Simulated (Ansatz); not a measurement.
`[Cl][Al]([Br])[Br]`, charge 0, multiplicity 1.

(1) Give a relaxed structure at PBE0-D4/def2-TZVP (Ansatz 0.2.0). (Estimate.)

Answers

(1) Computed: 
Z-matrix (Å, degrees):
```
Al
Cl 1 2.072
Br 1 2.227 2 119.8
Br 1 2.227 2 119.8 3 180.0
```
Point group C2v.
